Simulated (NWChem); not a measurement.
System: C2H4I, doublet; SMILES C[CH]I

Here is an NWChem input.

```
start job
memory heap 200 mb stack 900 mb global 1100 mb
geometry units angstroms
  C     -2.545950     0.318101     0.589621
  C     -1.198269     0.913587     0.613893
  I      0.432171    -0.136310    -0.132686
  H     -3.189711     0.845636     1.293886
  H     -3.013517     0.397184    -0.400570
  H     -2.518221    -0.738660     0.851529
  H     -1.074523     1.981018     0.619824
end
basis spherical
  * library def2-svp
end
ecp
  I library def2-ecp
end
dft
  odft
  mult 2
  xc pbe0
  iterations 150
end
driver
  maxiter 120
end
task dft optimize
dft
  grid fine
  convergence energy 1d-8 density 1d-7
end
task dft freq numerical
```

Output (shortened):

```
             Northwest Computational Chemistry Package (NWChem) 7.3.0
             --------------------------------------------------------

 C1  symmetry detected

                             Geometry "geometry" -> ""
                             -------------------------

 Output coordinates in angstroms (scale by  1.889725989 to convert to a.u.)

  No.       Tag          Charge          X              Y              Z
 ---- ---------------- ---------- -------------- -------------- --------------
    1 C                    6.0000    -0.35093922     2.46377739    -0.00693465
    2 C                    6.0000     0.61978165     1.35680327     0.05427061
    3 I                   53.0000    -0.02711306    -0.61721083     0.00141166
    4 H                    1.0000     0.11758752     3.37918370     0.35531467
    5 H                    1.0000    -0.69169079     2.65666369    -1.03262197
    6 H                    1.0000    -1.23433019     2.25129379     0.59354818
    7 H                    1.0000     1.63237117     1.50154903    -0.27507466

 Effective nuclear repulsion energy (a.u.)     201.5180732174

                                Z-matrix (autoz)
                                --------

 Units are Angstrom for bonds and degrees for angles

[...]

      ----------------------
      Optimization converged
      ----------------------

  Step       Energy      Delta E   Gmax     Grms     Xrms     Xmax
  ---- ---------------- -------- -------- -------- -------- --------
@   14    -376.11616954 -8.0D-08  0.00001  0.00000  0.00054  0.00151
                                     ok       ok       ok       ok

                                Z-matrix (autoz)
                                --------

 Units are Angstrom for bonds and degrees for angles

[...]

 Rotational Constants
 --------------------
 A=   1.332151 cm-1  (  1.916626 K)
 B=   0.100300 cm-1  (  0.144307 K)
 C=   0.095001 cm-1  (  0.136682 K)

 Temperature                      =   298.15K
 frequency scaling parameter      =   1.0000

 Zero-Point correction to Energy  =   31.990 kcal/mol  (  0.050979 au)
 Thermal correction to Energy     =   34.912 kcal/mol  (  0.055635 au)
 Thermal correction to Enthalpy   =   35.504 kcal/mol  (  0.056579 au)

 Total Entropy                    =   71.944 cal/mol-K
   - Translational                =   41.005 cal/mol-K (mol. weight = 154.9317)
   - Rotational                   =   24.345 cal/mol-K (symmetry #  =        1)
   - Vibrational                  =    6.594 cal/mol-K

 Cv (constant volume heat capacity) =   13.837 cal/mol-K
   - Translational                  =    2.979 cal/mol-K
   - Rotational                     =    2.979 cal/mol-K
   - Vibrational                    =    7.879 cal/mol-K

[normal modes left out]

 ----------------------------------------------------------------------------
 Normal Eigenvalue ||           Projected Infra Red Intensities
  Mode   [cm**-1]  || [atomic units] [(debye/angs)**2] [(KM/mol)] [arbitrary]
 ------ ---------- || -------------- ----------------- ---------- -----------
    1       -0.000 ||    0.000258           0.006         0.251       0.285
    2       -0.000 ||    0.000355           0.008         0.346       0.392
    3        0.000 ||    0.000078           0.002         0.076       0.086
    4        0.000 ||    0.000062           0.001         0.060       0.069
    5        0.000 ||    0.000001           0.000         0.001       0.001
    6        0.000 ||    0.000278           0.006         0.271       0.307
    7      131.182 ||    0.000281           0.006         0.274       0.310
    8      269.697 ||    0.004029           0.093         3.928       4.452
    9      338.339 ||    0.036781           0.849        35.856      40.643
   10      568.188 ||    0.009555           0.220         9.315      10.558
   11      972.654 ||    0.000358           0.008         0.349       0.396
   12      989.902 ||    0.009632           0.222         9.390      10.644
   13     1129.691 ||    0.000549           0.013         0.535       0.606
   14     1239.662 ||    0.079032           1.823        77.044      87.331
   15     1380.828 ||    0.005473           0.126         5.336       6.048
   16     1430.673 ||    0.012753           0.294        12.432      14.092
   17     1445.018 ||    0.003040           0.070         2.963       3.359
   18     3008.008 ||    0.015430           0.356        15.042      17.050
   19     3098.440 ||    0.007486           0.173         7.297       8.272
   20     3146.735 ||    0.003900           0.090         3.802       4.310
   21     3239.033 ||    0.000715           0.016         0.697       0.790
 ----------------------------------------------------------------------------
```

Level: PBE0/def2-SVP with def2 effective core potentials on I, spin-unrestricted. def2 effective core potentials on I; no spin-orbit coupling.
